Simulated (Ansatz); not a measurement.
Consider the hydrogenolysis of the Si–O bond: `O[Si](O)(O)O` + H₂ → `O[SiH](O)O` + H₂O.

Program: Ansatz. Geometries: PBE0-D4/def2-TZVP. ΔE: electronic, gas phase. CCSD(T)/CBS adds triple-zeta CCSD(T) − MP2 to the extrapolated MP2 energy (def2 sets, frozen cores). This one scheme is used for every species. Functionals use def2-TZVPP. B3LYP here is the variant with VWN-RPA as its local correlation; programs differ in this. Each species was taken in one conformer, which may not be the lowest.

```json
{"level": "BLYP-D4", "ΔE (eV)": "1.03"}
{"level": "B97M-V", "ΔE (eV)": "1.08"}
{"level": "B3LYP-D4", "ΔE (eV)": "1.04"}
{"level": "ωB97X-V", "ΔE (eV)": "1.03"}
{"level": "ωB97M-V", "ΔE (eV)": "1.06"}
{"level": "r2SCAN0", "ΔE (eV)": "1.09"}
{"level": "LC-ωPBE", "ΔE (eV)": "0.99"}
{"level": "MP2/def2-SVP", "ΔE (eV)": "1.00"}
```

(1) What does CCSD(T)/CBS give? (Best estimate.)

Largest T1 diagnostic among the species: 0.011.

Results:

(1) Computed: +1.02 eV. The listed levels differ from it by 0.01, 0.06, 0.02, 0.01, 0.04, 0.07, -0.03, -0.02 eV.

From BLYP to BHLYP (50 % exact exchange), in def2-TZVPP and without D4, ΔE moves by +0.08 eV. Leaving LDA and LC-ωPBE aside and taking each functional with its dispersion term where it has one, the values, not all of them listed here, spread over 0.14 eV, from PBE-D4 to r2SCAN-D4. LDA lies +0.11 eV from PBE without D4. The D4 term adds +0.07 eV with B3LYP and +0.04 eV with PBE0; it sums over pairs of atoms, weighted by their polarisabilities, and B3LYP, whose exchange is more repulsive, gets the larger term.
